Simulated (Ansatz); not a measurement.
`Cl[Si](Cl)(Cl)[GeH3]` + H₂ → trichlorosilane + GeH₄ at 700 K and 1 bar (hydrogenolysis of the Si–Ge bond).

Calculated with Ansatz (gas phase, PBE0-D4/def2-TZVP geometries, no zero-point term in ΔE). CCSD(T)/CBS is the MP2 limit (def2-TZVPP, def2-QZVPP) plus CCSD(T) − MP2 in def2-TZVPP, frozen cores. This one scheme is used for every species. For Ge outer-core shells are correlated without core-valence functions, which leaves a few kJ/mol of doubt a bond. Scalar relativity is left out up to krypton.

```json
{"species": "`Cl[Si](Cl)(Cl)[GeH3]`", "CCSD(T)/CBS energy (Eh)": "-3746.48623", "H − E (kJ/mol)": "158.0", "S (J/(mol·K))": "507.2"}
{"species": "H₂", "CCSD(T)/CBS energy (Eh)": "-1.17544", "H − E (kJ/mol)": "46.8", "S (J/(mol·K))": "155.3"}
{"species": "`Cl[SiH](Cl)Cl`", "CCSD(T)/CBS energy (Eh)": "-1669.16736", "H − E (kJ/mol)": "88.6", "S (J/(mol·K))": "388.1"}
{"species": "GeH₄", "CCSD(T)/CBS energy (Eh)": "-2078.49493", "H − E (kJ/mol)": "112.9", "S (J/(mol·K))": "267.3"}
```

H − E and S are ideal-gas, rigid-rotor, harmonic terms from PBE0-D4/def2-TZVP. The MP2-based limit puts H₂ 0.8 mEh under its directly extrapolated value; such offsets cancel only in part. 1 Eh = 2625.50 kJ/mol, R = 8.31446 J/(mol·K).

Problem. By hand: ΔE, ΔH, ΔS and ΔG.

Solution. ΔE = (-1669.16736) + (-2078.49493) − (-3746.48623) − (-1.17544) = -0.00062 Eh = -1.6 kJ/mol. Δ(H − E) = 88.6 + 112.9 − 158.0 − 46.8 = -3.3, so ΔH = -4.9 kJ/mol. ΔS = 388.1 + 267.3 − 507.2 − 155.3 = -7.1 J/(mol·K). ΔG = -4.9 − 700 × (-7.1)/1000 = 0.1 kJ/mol.

Problem. By hand: the equilibrium constant, and the temperature at which ΔG would vanish if ΔH and ΔS stayed fixed.

Solution. log₁₀ K = −ΔG/(RT ln 10) = 0.0. ΔG = 0 at ΔH/ΔS = 690 K, though so small a ΔH makes that figure unsure.

TΔS isn't small against ΔH here. The sign of ΔG lies within the doubt. A doubt of 5 kJ/mol in ΔE shifts log₁₀ K by 0.4 here. These are equilibria of isolated gas molecules and say nothing of rates. Largest T1 diagnostic: 0.012 (customary marks: 0.02 for closed shells, 0.045 for open ones).
